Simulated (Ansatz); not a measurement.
Born–Oppenheimer molecular dynamics of GeH6O2 (9 atoms, charge 0, multiplicity 1). It starts at the highest image of a converged band. Of that band: The profile has 2 maxima (images 3, 5) with wells between them (image 4): this band takes more than one step, which may be the mechanism or a detour left from its start path. Neighbouring images differ by up to 1.7 eV, so the band resolves the path poorly. A vibrational analysis at the climbing image gives one clearly imaginary mode, 1180i cm⁻¹: a first-order saddle point.

Computed with RKS r2SCAN-D4/def2-SVP in Ansatz 0.2.0.

- ensemble: NVE (velocity Verlet)
- time step: 0.5 fs
- steps asked: 200
- starting velocities drawn for: 100 K
- seed: 9724

First frame:

```xyz
9
Properties=species:S:1:pos:R:3
Ge 0.070 -0.292 0.003
O -0.318 -0.850 1.918
H -0.375 -1.814 2.025
H 1.113 -0.968 -0.888
H -0.279 1.194 -0.118
O -1.353 -1.233 -0.586
H -2.178 -0.946 -0.172
H 1.469 0.097 1.206
H 0.773 -0.427 1.860
```

(1) What does the run give?

(2) What happens to the structure?

(3) How do temperature and energy run in time?

## Answers

(1) All steps were run.

```json
{"steps done": "200", "time covered": "100 fs", "mean temperature over the second half": "1585 K", "spread of the potential energy over the second half": "11.1 meV per atom", "mean potential energy of the second half above the start": "-149.3 meV per atom"}
```

The conserved energy stayed within 0.1 meV per atom of its start (net change -0.095 meV per atom), so the integration is sound. The kinetic energy rose, since the run started high on the potential surface and went downhill. It ends in pieces (GeH4O2 + H2), so much of that is their flight and rotation, not heat. A run of 0.1 ps of so small a system gives no equilibrium averages. The orbitals stay closed-shell, which can raise the energy where a bond breaks towards radicals; this wasn't checked here.

(2) Between its relaxed ends the band would form Ge1–H8, O2–H9 and break Ge1–O2, H8–H9. These pairs go: Ge1–H8 1.89 → 10.26 Å, O2–H9 1.17 → 9.56 Å, Ge1–O2 2.03 → 1.78 Å, H8–H9 1.09 → 0.75 Å. In the last frame they stand as before the step (other bonds may differ from the relaxed reactants and products). It ends as GeH4O2 + H2. Pairs count as bonded within 1.25 times the sum of covalent radii (0.12 Å more for H–H). Another seed would give other details.

(3) 
```tsv
time (fs)	T (K)	potential energy less start (eV)	conserved less start (meV/atom)
0	100	0.000	0.00
3	73	0.025	0.03
6	57	0.039	0.03
9	81	0.018	0.01
12	129	-0.026	0.05
15	311	-0.191	0.03
18	651	-0.498	0.03
21	1092	-0.897	-0.02
24	1437	-1.210	-0.08
27	1621	-1.377	-0.07
30	1663	-1.414	0.02
33	1623	-1.378	0.04
36	1544	-1.307	-0.02
39	1480	-1.249	-0.05
42	1498	-1.265	-0.01
45	1609	-1.365	0.04
48	1730	-1.475	0.00
51	1763	-1.505	-0.04
54	1720	-1.466	-0.05
57	1647	-1.400	-0.02
60	1576	-1.335	0.05
63	1544	-1.306	0.03
66	1551	-1.313	-0.03
69	1573	-1.333	-0.05
72	1598	-1.355	0.01
75	1646	-1.399	0.04
78	1701	-1.449	-0.01
81	1708	-1.456	-0.05
84	1626	-1.381	-0.06
87	1466	-1.236	0.00
90	1340	-1.121	0.07
93	1373	-1.152	0.02
96	1516	-1.281	-0.06
99	1633	-1.388	-0.06
```

Time of the run: 7.5 min on 2 threads of Arm Neoverse V1 (shared host), peak memory 0.14 GiB.
